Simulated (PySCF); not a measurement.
C2H6O2Si, SMILES O[SiH]1COC1. Geometry optimised at PBE0-D3(BJ)/def2-SVP. The structure was generated by enumeration, and PubChem lists no compound with its InChIKey, so it may never have been made. The values are those of a single conformer.

Computed equilibrium geometry at PBE0-D3(BJ)/def2-SVP (PySCF confirms it by a frequency run) as a Z-matrix, and its point group (one conformer of several):
point group Cs.
```
Si
O 1 1.6622
H 2 0.9604 1 117.86
H 1 1.4976 2 109.14 3 0.00
C 1 1.8914 4 114.95 2 -138.72
H 5 1.1017 1 121.15 4 19.15
H 5 1.1078 6 108.34 1 -135.98
O 5 1.4360 6 110.72 7 -123.10
C 8 1.4360 5 103.96 6 -144.11
H 9 1.1017 8 110.72 5 144.11
H 9 1.1078 10 108.34 8 -123.10
```
